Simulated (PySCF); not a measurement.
ClH2Si, SMILES [SiH2]Cl, multiplicity 2. The structure is a stationary point at B3LYP-D3(BJ)/def2-TZVP. The isomer is the one that the SMILES or the coordinates give; other isomers of the formula were not compared.

Computed with B3LYP-D3(BJ)/def2-TZVP in PySCF 2.14.0.

Harmonic wavenumbers (cm⁻¹): 531, 648, 728, 922, 2176, 2216. Rotational constants (GHz): 129.5, 6.913, 6.717; symmetry number 1.

Q: Work out the zero-point energy and the ideal-gas rigid-rotor harmonic-oscillator thermochemistry at 298.15 K and 1 atm.

A: ZPE = ½ Σ hcν = ½ × 7222 cm⁻¹ = 10.32 kcal/mol. H − E(el) = 13.00 kcal/mol. Entropy in cal/(mol K): translation 38.46, rotation 21.51, vibration 1.36, spin 1.38, total 62.71. G − E(el) = -5.69 kcal/mol. Cp = 11.32 cal/(mol K).
